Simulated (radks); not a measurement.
Spin polarisation of the 3d9 shell in the zinc ion Zn3+. Start: [Ar] 3d(up 4.5, down 4.5); electrons of 3d are moved from spin down to spin up, other shells keep equal spins. Method: scalar-relativistic Kohn-Sham, LDA (Slater exchange, Perdew-Wang correlation), spin-polarised, spherical densities, finite nucleus; Fermi nuclear charge, rms radius of each element as measured or else 0.836 A^(1/3) + 0.57 fm; computed with a radial shooting solver on a logarithmic mesh with Libxc functionals.

moment (Bohr magnetons)  E - E(0) (eV)  e(3d up) (eV)  e(3d down) (eV)  3p down minus up (eV)  3s down minus up (eV)  2p down minus up (eV)
0                                0.000        -51.071          -51.071                  0.000                  0.000                  0.000
0.25                            -0.017        -51.209          -50.929                  0.296                  0.303                  0.137
0.5                             -0.070        -51.345          -50.785                  0.592                  0.607                  0.275
0.75                            -0.157        -51.477          -50.637                  0.888                  0.910                  0.412
1                               -0.280        -51.605          -50.486                  1.184                  1.213                  0.549

At moment 1 the spin-polarisation energy is -0.280 eV and the 3d exchange splitting 1.120 eV, that is 1.120 eV per Bohr magneton; E = -I m^2/4 would give I = 1.120 eV.
